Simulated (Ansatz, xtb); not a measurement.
C4H5F3OS: 7 structures ranked

7 gas-phase structures of C4H5F3OS, from a drawn sample of its isomers (lower ones may exist). Each was relaxed with GFN2-xTB; where two conformers were screened, the lower at r2SCAN-D4/def2-SVP is listed:

A. `O=[S@]1C[C@H](C(F)(F)F)C1`, a singlet
B. `FCCC(=S)OC(F)F`, a singlet
C. `O=[S@@]1CC[C@@H]1C(F)(F)F`, a singlet
D. `C=C(OC(F)(F)F)SC`, a singlet
E. `O=C(CCS)C(F)(F)F`, a singlet
F. `O=CCSCC(F)(F)F`, a singlet
G. `CC(=O)CSC(F)(F)F`, a singlet

Task: Estimate their order in r2SCAN-D4/def2-SVP energy at these geometries, lowest first.

Result: Calculated order at r2SCAN-D4/def2-SVP: E (0.000), G (0.047), F (0.054), B (0.437), D (0.558), A (1.489), C (1.636) eV. Less than 1 kcal/mol parts G and F, so the order within that pair means little.

Energies above the lowest of each column, in eV; the last columns are at B3LYP-D3(BJ)/def2-SVP geometries and were run for some of them only (a dash: not run or not comparable):

| structure | GFN2-xTB | HF/STO-3G | r2SCAN-D4/def2-SVP | B3LYP-D3(BJ)/def2-SVP | CCSD(T)/def2-SVP + ΔMP2/def2-TZVPP |
| --- | --- | --- | --- | --- | --- |
| E | 0.403 | 0.425 | 0.000 | 0.000 | 0.035 |
| G | 0.302 | 0.000 | 0.047 | 0.052 | 0.077 |
| F | 0.455 | 0.406 | 0.054 | 0.028 | 0.000 |
| B | 0.000 | 0.806 | 0.437 | 0.394 | 0.370 |
| D | 0.127 | 0.445 | 0.558 | – | – |
| A | 0.235 | 4.342 | 1.489 | – | – |
| C | 0.342 | 4.532 | 1.636 | – | – |

CCSD(T)/def2-SVP + ΔMP2/def2-TZVPP puts F lowest of those it was run on, with E within 1 kcal/mol; GFN2-xTB picks B, HF/STO-3G picks G. CCSD(T)/def2-SVP + ΔMP2/def2-TZVPP orders those it was run on as F (0.000), E (0.035), G (0.077), B (0.370) eV. Less than 1 kcal/mol parts F and E; E and G, so the order within those pairs means little. Some further structures that were screened fall inside this span and aren't listed. Flexible structures stand in one conformer each, not always the lowest. Frequencies (GFN2-xTB) were run for B, E, F, G alone. ΔMP2 is the change of the MP2 energy from the smaller to the larger basis.

Over these structures GFN2-xTB departs from r2SCAN-D4/def2-SVP by 0.591 eV on average once a common shift is removed. A GFN2-xTB relaxation took about 0.11 s and the r2SCAN-D4/def2-SVP energy about 2.3 s on a shared host (Ansatz 0.2.0, xtb 6.7.1).
